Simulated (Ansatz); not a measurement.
Geometry optimisation, RKS BHLYP-D4/def2-SVP in Ansatz 0.2.0.

Input:

```yaml
crystal:
  periodic: [false, false, false]
  atoms:
    - { symbol: B, position_ang: [0.0, 0.0, 0.0] }
    - { symbol: "N", position_ang: [0.0, 0.0, 1.9] }
    - { symbol: H, position_ang: [-0.877, -0.2713, 2.43] }
    - { symbol: H, position_ang: [0.877, 0.2713, 2.43] }
    - { symbol: O, position_ang: [1.2211, 0.0, -0.705] }
    - { symbol: H, position_ang: [1.5209, -0.9519, -0.8599] }
    - { symbol: F, position_ang: [-1.1431, 0.0, -0.66] }
    - { symbol: O, position_ang: [-0.2139, 1.6086, 0.5392] }
    - { symbol: H, position_ang: [-1.1525, 1.9139, 0.3252] }
    - { symbol: H, position_ang: [-0.1432, 1.0772, 1.5734] }
basis:
  gaussian: { orbitals: def2-SVP }
hamiltonian:
  xc: { name: BHLYP }
  dispersion: d4
relax:
  f_tol: 0.15
  max_steps: 25
  restrain:
    - { distance: [0, 7], at: 1.41, k: 30.0 }
    - { distance: [9, 1], at: 1.06, k: 30.0 }
    - { distance: [0, 1], at: 2.75, k: 30.0 }
    - { distance: [9, 7], at: 2.21, k: 30.0 }
```

Run as:

```bash
$ ansatz run input.yaml --threads 2 --pin off --max-ram 3072MiB --backend cpu --events-out ev --progress --plain --runs-dir out
```

Problem. Where does it end, and by what steps?

Solution. The run converged. The restraints hold the end off the free minimum. After 11 steps the energy has fallen by 3.935 eV (the restraints' own energy left out); B1 moved furthest, 0.68 Å.

| step | energy less start (eV) | largest force component (eV/Å) | accepted |
| --- | --- | --- | --- |
| 0 | 0.0000 | 6.145 | yes |
| 1 | -1.3047 | 6.242 | yes |
| 2 | -2.2617 | 4.714 | yes |
| 3 | -3.0150 | 2.489 | yes |
| 4 | -3.6211 | 2.531 | yes |
| 5 | -3.8329 | 1.271 | yes |
| 6 | -3.8438 | 1.887 | yes |
| 7 | -3.9198 | 0.873 | yes |
| 8 | -3.9332 | 0.937 | yes |
| 9 | -3.9147 | 1.046 | no |
| 10 | -3.9343 | 0.886 | yes |
| 11 | -3.9354 | 0.915 | yes |

```xyz
10
Properties=species:S:1:pos:R:3
B -0.029 0.495 -0.462
N -0.052 -0.055 2.228
H -0.707 -0.154 2.992
H 0.859 -0.324 2.575
O 1.245 0.089 -0.553
H 1.324 -0.827 -0.803
F -1.029 -0.275 -0.886
O -0.299 1.776 -0.035
H -1.231 1.974 -0.080
H 0.006 0.949 1.997
```

The run took 27 s on 2 threads of Arm Neoverse V2 (shared host), peak memory 0.19 GiB.
